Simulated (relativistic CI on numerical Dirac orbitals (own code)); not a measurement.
Ta³⁺: 4f photoemission

Computed with this model: Dirac-Coulomb-Breit CI, KLI orbitals optimised for each configuration, model QED (radiative potential, 1s self-energy scaled to tabulated hydrogen-like ionisation energies), multiplet model of photoemission in the sudden approximation, unscaled Slater integrals; configurations [Xe] 4f14 5d2 → [Xe] 4f13 5d2; 300 K; Lorentzian 0.35 eV and Gaussian 0.5 eV FWHM. Energies are those of the free ion, without screening or charge transfer. The energies are binding energies and can lie tens of eV above those of solids. S is read from ⟨S²⟩ = S(S + 1).

Field parameters in Wybourne normalisation: D4h B²₀ = −7Ds, B⁴₀ = 21(Dq − Dt), B⁴₄ = 21√(5/14) Dq. The field is a parameter set, without covalency.

free ion: ground-state S = 0.97, centroid 60.30 eV. Peaks (eV, height): 59.2 (100), 61.1 (65), 63.2 (15).

D4h, 10Dq = 42750, Ds = -1500, Dt = -310 cm⁻¹: ground-state S = 0.99, centroid 60.46 eV. Peaks (eV, height): 59.4 (100), 61.4 (65).

D4h, 10Dq = 42750, Ds = 1200, Dt = -310 cm⁻¹: ground-state S = 0.99, centroid 60.48 eV. Peaks (eV, height): 59.4 (100), 61.5 (67).

Strongest unbroadened transitions for D4h, 10Dq = 42750, Ds = -1500, Dt = -310 cm⁻¹:

| Energy (eV) | Relative strength |
| --- | --- |
| 59.05 | 27.3 |
| 59.06 | 100.0 |
| 59.07 | 35.7 |
| 59.08 | 37.3 |
| 59.14 | 41.9 |
| 59.15 | 58.4 |
| 59.34 | 26.6 |
| 59.36 | 29.3 |
| 59.43 | 26.5 |
| 59.57 | 42.7 |
| 59.58 | 91.4 |
| 59.61 | 29.3 |
| 59.66 | 49.4 |
| 59.67 | 40.3 |
| 61.07 | 40.5 |
| 61.24 | 32.9 |
| 61.37 | 39.7 |
| 61.43 | 41.0 |
